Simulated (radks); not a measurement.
Results of a calculation; reference values are marked as such.
All-electron atom: Tc I in [Kr] 4d5 5s2.

Level of theory: scalar-relativistic Kohn-Sham, LDA (Slater exchange, Perdew-Wang correlation), spin-polarised, spherical densities, finite nucleus; open shells are filled with parallel spins first (spin-orbit coupling, left out, can overturn this in heavy ions); Fermi nuclear charge, rms radius 4.4112 fm (a radial shooting solver on a logarithmic mesh with Libxc functionals).

Energy parts (hartree):
total: -4281.32907
kinetic: 4419.40069
electron-nucleus: -10322.70995
Hartree: 1745.96488
exchange-correlation: -123.98469

Orbitals (lengths in bohr, moments of r in powers of bohr):
\begin{tabular}{lrrr}
orbital & occ. & eigenvalue (hartree) & <r^4> \\ \hline
1s up & 1 & -765.8243 & 6.543e-06 \\
1s down & 1 & -765.8241 & 6.543e-06 \\
2s up & 1 & -109.2831 & 0.001202 \\
2s down & 1 & -109.2610 & 0.001202 \\
2p up & 3 & -97.87823 & 0.0008596 \\
2p down & 3 & -97.86092 & 0.0008593 \\
3s up & 1 & -19.00498 & 0.06092 \\
3s down & 1 & -18.98905 & 0.06077 \\
3p up & 3 & -15.26246 & 0.06667 \\
3p down & 3 & -15.24511 & 0.06644 \\
3d up & 5 & -9.18653 & 0.07070 \\
3d down & 5 & -9.16329 & 0.07020 \\
4s up & 1 & -2.73154 & 2.449 \\
4s down & 1 & -2.62371 & 2.416 \\
4p up & 3 & -1.70637 & 3.982 \\
4p down & 3 & -1.59215 & 3.977 \\
4d up & 5 & -0.28900 & 26.06 \\
5s up & 1 & -0.21115 & 218.9 \\
4d down & 0 & -0.18051 & 41.20 \\
5s down & 1 & -0.16635 & 317.6 \\
5p up & 0 & -0.06421 & 970.2 \\
5p down & 0 & -0.04606 & 1597 \\
6s up & 0 & -0.00241 & 184700 \\
6s down & 0 & -0.00096 & 818300 \\
\end{tabular}

The highest occupied level is 5s down at -4.527 eV. The configuration is held as typed, so some empty levels lie below it. Spin moment in Bohr magnetons: 5.
